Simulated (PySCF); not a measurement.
A PySCF script (with the pyscf-properties extension) for the NMR shieldings of `InChI=1S/C7H15FSi/c1-2-6-3-4-9-5-7(6)8/h6-7H,2-5,9H2,1H3/t6-,7+/m1/s1`, on a GFN2-xTB geometry:

```python
import basis_set_exchange as bse
import numpy as np
from pyscf import gto, dft
from pyscf.prop import nmr

atoms = """
C    -3.000811    0.225963    0.305719
C    -1.836693   -0.752779    0.413194
C    -0.513452   -0.198493   -0.138274
C     0.464440   -1.346834   -0.413604
C     1.693206   -0.914550   -1.212128
Si    2.641881    0.458139   -0.305384
C     1.242858    1.625282    0.248021
C     0.086441    0.827780    0.831702
F     0.533417    0.167256    1.969301
H    -3.150971    0.527915   -0.729169
H    -2.831553    1.119719    0.901321
H    -3.915131   -0.243535    0.661230
H    -1.691105   -1.040681    1.456244
H    -2.096373   -1.656085   -0.143520
H    -0.716492    0.326445   -1.078944
H    -0.065962   -2.127382   -0.966644
H     0.776506   -1.777212    0.539740
H     1.372134   -0.566377   -2.196443
H     2.327281   -1.784277   -1.385026
H     3.362581   -0.069498    0.854745
H     3.553501    1.170218   -1.208070
H     0.861921    2.210062   -0.588860
H     1.590862    2.333448    1.000155
H    -0.700223    1.505238    1.192250
"""
names = dict.fromkeys(["C", "Si", "F", "H"], "pcSseg-1")
basis = {el: gto.basis.parse(bse.get_basis(n, elements=[el], fmt="nwchem")) for el, n in names.items()}
mol = gto.M(atom=atoms, basis=basis, charge=0, verbose=0)
mf = dft.RKS(mol, xc="PBE0")
mf.grids.level = 2
mf.grids.alignment = dft.numint.BLKSIZE   # the property module wants whole blocks of grid points
mf.conv_tol = 1e-9
mf.kernel()

calc = nmr.RKS(mf)   # GIAO
C = mf.mo_coeff
Co = C[:, mf.mo_occ > 0]
resp = mf.gen_response(singlet=True, hermi=2)
def vind(x):   # induced exchange potential for any number of trial vectors
    d = np.einsum("pi,xij,qj->xpq", C, 2 * x.reshape(-1, C.shape[1], Co.shape[1]), Co, optimize=True)
    return np.einsum("xpq,pi,qj->xij", resp(d - d.transpose(0, 2, 1)), C, Co, optimize=True).ravel()
mo1, _ = nmr.rhf.solve_mo1(calc, with_cphf=vind)
sigma = calc.kernel(mo1)
for i, s in enumerate(sigma):   # ppm
    w = np.linalg.eigvalsh((s + s.T) / 2)
    print("%2d %-2s iso %8.1f  s11 %8.1f  s22 %8.1f  s33 %8.1f" % (i, mol.atom_pure_symbol(i), w.mean(), *w))
```

Question: Give the expected output.

Answer: 
```
 0 C  iso    172.4  s11    156.5  s22    173.0  s33    187.7
 1 C  iso    156.3  s11    134.3  s22    158.6  s33    176.1
 2 C  iso    136.8  s11    120.9  s22    139.1  s33    150.3
 3 C  iso    157.3  s11    135.1  s22    161.6  s33    175.4
 4 C  iso    176.0  s11    160.8  s22    179.4  s33    187.7
 5 Si iso    400.0  s11    380.8  s22    387.8  s33    431.3
 6 C  iso    168.6  s11    147.3  s22    170.6  s33    188.0
 7 C  iso     96.2  s11     60.0  s22     80.8  s33    147.7
 8 F  iso    390.0  s11    364.1  s22    392.1  s33    413.9
 9 H  iso     31.0  s11     26.6  s22     29.2  s33     37.3
10 H  iso     30.5  s11     25.4  s22     30.3  s33     35.9
11 H  iso     30.5  s11     25.6  s22     27.5  s33     38.6
12 H  iso     30.0  s11     25.6  s22     30.5  s33     34.1
13 H  iso     30.7  s11     24.6  s22     31.5  s33     35.8
14 H  iso     31.0  s11     27.2  s22     31.8  s33     34.0
15 H  iso     30.1  s11     23.5  s22     30.6  s33     36.3
16 H  iso     29.6  s11     26.9  s22     29.0  s33     33.0
17 H  iso     30.9  s11     26.7  s22     29.0  s33     37.1
18 H  iso     30.7  s11     25.5  s22     27.9  s33     38.8
19 H  iso     27.4  s11     24.3  s22     25.1  s33     32.8
20 H  iso     27.7  s11     24.4  s22     24.8  s33     33.8
21 H  iso     31.1  s11     27.2  s22     28.7  s33     37.4
22 H  iso     30.2  s11     25.7  s22     27.7  s33     37.2
23 H  iso     26.4  s11     23.3  s22     26.2  s33     29.8
```

These numbers come from an equivalent density-fitted implementation of the same equations, which agrees with the script to about 0.01 ppm for H and up to a few tenths of a ppm for heavy atoms, so last digits may differ.

Question: Turn these shieldings into chemical shifts. Scale: $^{13}$C (σref 186.93) and $^{29}$Si (σref 349.16) and $^{1}$H (σref 31.72) against TMS; CFCl3 for $^{19}$F (σref 170.95) (reference shieldings calculated alike).

Answer: Averaging equivalent atoms: C 7: 90.7; C 2: 50.1; C 1: 30.6; C 3: 29.6; C 6: 18.3; C 0: 14.6; C 4: 11.0; Si 5: -50.8; F 8: -219.1; H 23: 5.29; H 19: 4.31; H 20: 4.06; H 16: 2.08; H 12: 1.68; H 15: 1.59; H 22: 1.52; H 13: 1.06; H 9/10/11: 1.03; H 18: 0.99; H 17: 0.79; H 14: 0.70; H 21: 0.65 ppm. Unscaled 19F shifts against computed CFCl3 carry errors that often reach 10 to 50 ppm.

Size and cost of the density-fitted run: 235 basis functions, 95 s wall time on 1 thread of an Arm Neoverse N1, shared host; peak memory 0.98 GiB.
